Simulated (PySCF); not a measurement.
## Cr¹²⁺ (chromium, charge +12): Hartree-Fock from Schrödinger to Dirac-Coulomb-Breit

Occupied: 1s1/2, 2s1/2, 2p1/2, 2p3/2, 3s1/2. Hartree-Fock calculated with PySCF 2.14 in an uncontracted even-tempered set (21 s from 0.38 bohr⁻², ratio 2.3; 15 p from 0.45 bohr⁻², ratio 2.3), Gaussian nucleus throughout. NR is non-relativistic, sf-X2C the spin-free one-electron X2C Hamiltonian, X2C adds the bare one-electron spin-orbit term, X2C-SNSO screens it by Boettger's factors, DC is four-component Dirac-Coulomb, and the Gaunt and Breit terms are added at first order (total energies over the DC spinors, levels after relaxing the spinors in that mean field). QED terms are absent. Levels marked empty are virtual spinors of this ion; the basis has s and p functions only, so 3d, which can lie below the n = 4 levels, is absent.

```csv
Hamiltonian,E (hartree),E − E(DC) (hartree),CPU seconds
NR,-984.0816,6.4134,0.7
sf-X2C,-990.3551,0.1399,0.41
X2C,-990.3683,0.1267,0.52
X2C-SNSO,-990.3662,0.1288,0.52
DC,-990.4950,0.0000,23
DC+Gaunt,-990.1228,0.3722,42
DC+Breit,-990.1529,0.3420,130
```

Task: Give the 3p spin-orbit interval with each Hamiltonian that has one.

Result: X2C 1.752; X2C-SNSO 1.605; DC 1.586; DC+Gaunt 1.539; DC+Breit 1.539 (eV).

```tsv
level (eV)	NR	sf-X2C	X2C	X2C-SNSO	DC	DC+Gaunt	DC+Breit
1s1/2	-6343.8	-6389.1	-6389.1	-6389.1	-6391.6	-6385.5	-6385.8
2s1/2	-1043.1	-1053.0	-1053.0	-1053.0	-1053.2	-1052.8	-1052.8
2p1/2	-933.30	-935.12	-941.81	-941.24	-941.28	-940.48	-940.57
2p3/2	-933.30	-935.12	-931.86	-932.13	-932.27	-931.72	-931.81
3s1/2	-349.50	-351.78	-351.78	-351.78	-351.82	-351.73	-351.73
3p1/2 (empty)	-295.20	-295.75	-296.93	-296.83	-296.83	-296.69	-296.71
3p3/2 (empty)	-295.20	-295.75	-295.18	-295.23	-295.25	-295.15	-295.17
4s1/2 (empty)	-161.06	-161.85	-161.85	-161.85	-161.86	-161.83	-161.83
```

Weight of the small component: 1s1/2 0.00743, 2s1/2 0.00138, 2p1/2 0.00134, 2p3/2 0.00132, 3s1/2 0.000397, 3p1/2 0.000363, 3p3/2 0.000361, 4s1/2 0.000171.

Koopmans' value for the highest occupied level at DC+Breit: 351.73 eV, against an ionisation energy of 354.7 ± 0.3 eV (semi-empirical (NIST evaluation); NIST Atomic Spectra Database, ionization energies); the former lacks relaxation, correlation, QED and recoil.

The whole ladder took 200 s of wall time on 1 thread of Neoverse-N1 (shared host), launched as `OMP_NUM_THREADS=1 python relrun2.py TASK.json OUT` (a driver that calls PySCF for each Hamiltonian).
